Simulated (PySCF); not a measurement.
Problem. Give a PBE0-D3(BJ)/def2-SVP geometry of `C=CB(N)O`.

Solution. 
Z-matrix in Å and degrees, rows numbered from 1:
```
C 
C   1  1.3384
B   2  1.5683  1  122.82
N   3  1.4128  2  119.90  1   179.46
O   3  1.3726  2  117.63  1    -0.51
H   1  1.0954  2  120.68  3    -0.00
H   1  1.0955  2  122.63  3  -179.97
H   2  1.0987  1  117.71  3   179.94
H   4  1.0108  3  124.92  2  -179.96
H   4  1.0100  3  121.78  2     0.09
H   5  0.9603  3  113.91  2   179.68
```

O5 (boron-bound oxygen) is bent (angle 113.9°). N4 (boron-bound nitrogen) is planar (angles 124.9°, 121.8° and 113.3°, sum 360.0°, 0.00 Å off the plane of its three neighbours). The 5 heavy atoms lie in one plane (0.003 Å rms). Of the pairs four or more bonds apart, O5···H6 is among the closest relative to their van der Waals radii: 2.60 Å, 96 % of the sum of Bondi's values.

Theory: PBE0-D3(BJ)/def2-SVP geometry optimisation, gas phase in PySCF.

Point group: Cs (every atom within 0.08 Å of its image). Not checked by PBE0-D3(BJ)/def2-SVP frequencies. One conformer, not necessarily the lowest (C1–C2–B3–N4 179°, C2–B3–O5–H 180°).
